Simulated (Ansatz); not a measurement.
Computed with Ansatz on PBE0-D4/def2-TZVP structures; ΔE is electronic, products minus reactants. CBS: MP2 limit from def2 TZ/QZ plus the TZ coupled-cluster correction, frozen cores. Functionals use def2-TZVPP. For Br outer-core shells are correlated without core-valence functions, which leaves a few kJ/mol of doubt a bond. Scalar relativity is left out up to krypton. One conformer a species, not always the lowest.

Reaction (isomerisation): `C[CH2][AlH][Br]` → `[AlH2][CH2]CBr`

`C[CH2][AlH][Br]`:

Cartesian coordinates in Å:
```
C 1.166 -0.321 0.541
C -0.326 -0.551 0.315
Al -1.257 0.704 -0.849
Br -0.098 2.427 -1.758
H 1.359 0.660 0.981
H 1.596 -1.072 1.209
H 1.725 -0.358 -0.397
H -0.506 -1.554 -0.096
H -0.867 -0.551 1.272
H -2.792 0.616 -1.217
```

`[AlH2][CH2]CBr`:

Cartesian coordinates in Å:
```
Al 1.045 1.247 0.701
C 0.200 -0.487 0.301
C -0.883 -0.437 -0.736
Br -1.693 -2.199 -1.092
H 0.568 2.565 -0.048
H 2.203 1.298 1.784
H 0.996 -1.179 -0.001
H -0.185 -0.889 1.246
H -1.725 0.188 -0.444
H -0.526 -0.108 -1.710
```

```tsv
species	PBE-D4 energy (Eh)
`C[CH2][AlH][Br]`	-2895.87236
`[AlH2][CH2]CBr`	-2895.79242
```

Question: Work out ΔE.

Answer: ΔE = (-2895.79242) − (-2895.87236) = 0.07994 Eh = +209.9 kJ/mol. CCSD(T)/CBS gives +219.8 kJ/mol.

Largest T1 diagnostic among the species: 0.009.

From PBE to PBE0 (25 % exact exchange), in def2-TZVPP and without D4, ΔE moves by +7.9 kJ/mol. In def2-TZVPP, CCSD(T) changes the Hartree–Fock value by −10.8 kJ/mol (the triples alone add −2.4 kJ/mol) and MP2 by −6.4 kJ/mol.
